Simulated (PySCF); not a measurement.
# Solvent effects on NMR parameters

Molfile (atoms numbered from 1):
```
C8H9F3
     RDKit          3D

 20 19  0  0  0  0  0  0  0  0999 V2000
   -1.1211    2.4588   -0.0743 C   0  0  0  0  0  0  0  0  0  0  0  0
   -1.2823    1.2402   -0.5873 C   0  0  0  0  0  0  0  0  0  0  0  0
   -0.5608    0.0093   -0.0952 C   0  0  0  0  0  0  0  0  0  0  0  0
   -1.5100   -1.1421    0.1268 C   0  0  0  0  0  0  0  0  0  0  0  0
   -1.5521   -1.8736    1.2392 C   0  0  0  0  0  0  0  0  0  0  0  0
    0.4808   -0.3913   -1.1067 C   0  0  0  0  0  0  0  0  0  0  0  0
    1.8006   -0.4333   -0.9137 C   0  0  0  0  0  0  0  0  0  0  0  0
    2.4719   -0.0855    0.3789 C   0  0  0  0  0  0  0  0  0  0  0  0
    2.0758   -0.8732    1.3914 F   0  0  0  0  0  0  0  0  0  0  0  0
    2.2247    1.1767    0.7642 F   0  0  0  0  0  0  0  0  0  0  0  0
    3.7955   -0.2147    0.2707 F   0  0  0  0  0  0  0  0  0  0  0  0
   -0.4366    2.6381    0.7606 H   0  0  0  0  0  0  0  0  0  0  0  0
   -1.6611    3.3208   -0.4742 H   0  0  0  0  0  0  0  0  0  0  0  0
   -1.9646    1.0920   -1.4345 H   0  0  0  0  0  0  0  0  0  0  0  0
   -0.0739    0.2477    0.8599 H   0  0  0  0  0  0  0  0  0  0  0  0
   -2.1857   -1.3775   -0.7058 H   0  0  0  0  0  0  0  0  0  0  0  0
   -0.8807   -1.6693    2.0791 H   0  0  0  0  0  0  0  0  0  0  0  0
   -2.2526   -2.7053    1.3485 H   0  0  0  0  0  0  0  0  0  0  0  0
    0.1017   -0.6719   -2.0966 H   0  0  0  0  0  0  0  0  0  0  0  0
    2.4794   -0.7344   -1.7145 H   0  0  0  0  0  0  0  0  0  0  0  0
  1  2  2  0
  2  3  1  0
  3  4  1  0
  4  5  2  0
  3  6  1  0
  6  7  2  0
  7  8  1  0
  8  9  1  0
  8 10  1  0
  8 11  1  0
  1 12  1  0
  1 13  1  0
  2 14  1  0
  3 15  1  0
  4 16  1  0
  5 17  1  0
  5 18  1  0
  6 19  1  0
  7 20  1  0
M  END
```

GIAO PBE0/pcSseg-1 in PySCF on one PBE0-D3(BJ)/def2-SVP conformer, non-relativistic, equivalent nuclei averaged. Solvents enter as an IEF-PCM continuum (benzene with ε = 2.3) around the gas-phase geometry. Shifts are referred to TMS, CFCl3 computed in the same medium.

Gas phase, δ in ppm: C6 153.5, C2/C4 145.4, C8 128.5, C1/C5 126.1, C7 124.5, C3 55.1, F9/F10/F11 -68.8, H19 5.99, H14/H16 5.85, H12/H17 5.62, H20 5.59, H13/H18 5.43, H15 3.91. Dipole moment 2.37 D.

**Question.** How does each δ change in the continuum?

**Answer.** 
| atoms | environment | Δδ, benzene |
| --- | --- | --- |
| C6 | alkene CH | +1.4 |
| C2/C4 | alkene CH | +1.1 |
| C8 | CF3 carbon | +0.7 |
| C1/C5 | terminal =CH2 carbon | +0.3 |
| C7 | alkene CH | 0.0 |
| C3 | allylic sp3 CH | +0.6 |
| F9/F10/F11 | fluorine of a CF3 group | +0.3 |
| H19 | hydrogen on an alkene CH | +0.18 |
| H14/H16 | hydrogen on an alkene CH | +0.13 |
| H12/H17 | hydrogen on a terminal =CH2 carbon | +0.02 |
| H20 | hydrogen on an alkene CH | +0.11 |
| H13/H18 | hydrogen on a terminal =CH2 carbon | +0.06 |
| H15 | hydrogen on an allylic sp3 CH | 0.00 |

Changes are relative to the gas phase. The dipole moment becomes 2.63 D in benzene.

**Question.** Which nuclei move most (in ppm), and what does the model miss?

**Answer.** C6 (alkene CH, +1.4 ppm) in benzene. A continuum only polarises the solute; specific hydrogen bonds, the anisotropy of aromatic solvents and changes of geometry or conformer are outside it.
